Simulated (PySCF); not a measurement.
P²⁺: excitation energy

P²⁺ [Ne] 3s2 3p1 (2P) → P²⁺ [Ne] 3s2 4s1 (2S), as a difference of total energies. Computed with PySCF 2.14 in aug-cc-pwCVTZ, with no relativity, point nucleus. Correlated levels: valence: [Ne] frozen. The calculations carry no spin-orbit coupling.

| method | excitation energy (eV) |
| --- | --- |
| UHF | 14.501 |
| MP2 (valence) | 14.477 |
| SCS-MP2 (valence) | 14.506 |
| CCSD (valence) | 14.605 |
| CCSD(T) (valence) | 14.579 |

Problem. How much does correlation contribute at CCSD(T) (valence)?

Solution. 14.579 − (14.501) = 0.078 eV, measured against UHF.

A first-order spin-orbit estimate (lowest level to lowest level, LS coupling) adds 0.041 eV.

The promoted electron is Rydberg-like, and one or two diffuse shells describe it only roughly, which tends to raise the upper state.
